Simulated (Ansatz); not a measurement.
Computed with Ansatz on PBE0-D4/def2-TZVP structures; ΔE is electronic, products minus reactants. CBS: MP2 limit from def2 TZ/QZ plus the TZ coupled-cluster correction, frozen cores. Functionals use def2-TZVPP. B3LYP here is the variant with VWN-RPA as its local correlation; programs differ in this. For Ti outer-core shells are correlated without core-valence functions, which leaves a few kJ/mol of doubt a bond. Scalar relativity is left out up to krypton. Each species was taken in one conformer, which may not be the lowest.

`C[SiH2][S][Ti]([Cl])([Cl])[Cl]` + `FCS` → `C[SiH2]SCF` + `[SH][Ti]([Cl])([Cl])[Cl]`  (ligand exchange at the Si–S bond)

```json
{"level": "B3LYP-D4", "ΔE (kJ/mol)": "21.2"}
{"level": "ωB97M-V", "ΔE (kJ/mol)": "18.9"}
{"level": "B2PLYP", "ΔE (kJ/mol)": "18.5"}
{"level": "PBE", "ΔE (kJ/mol)": "13.3"}
{"level": "r2SCAN", "ΔE (kJ/mol)": "17.0"}
{"level": "MP2/def2-TZVPP", "ΔE (kJ/mol)": "29.1"}
{"level": "SCS-MP2/def2-TZVPP", "ΔE (kJ/mol)": "24.9"}
{"level": "HF/CBS(def2)", "ΔE (kJ/mol)": "11.4"}
```

Q: What does CCSD(T)/CBS give? (Estimate.)

A: Computed: +24.6 kJ/mol. The listed levels differ from it by -3.4, -5.7, -6.1, -11.3, -7.6, 4.5, 0.3, -13.2 kJ/mol.

Largest T1 diagnostic among the species: 0.026, so the coupled-cluster value is less sure than usual.

In def2-TZVPP, CCSD(T) changes the Hartree–Fock value by +11.6 kJ/mol (the triples alone add +3.6 kJ/mol) and MP2 by +17.6 kJ/mol. The D4 term adds +10.1 kJ/mol with B3LYP and +6.0 kJ/mol with PBE0; it sums over pairs of atoms, weighted by their polarisabilities, and B3LYP, whose exchange is more repulsive, gets the larger term.
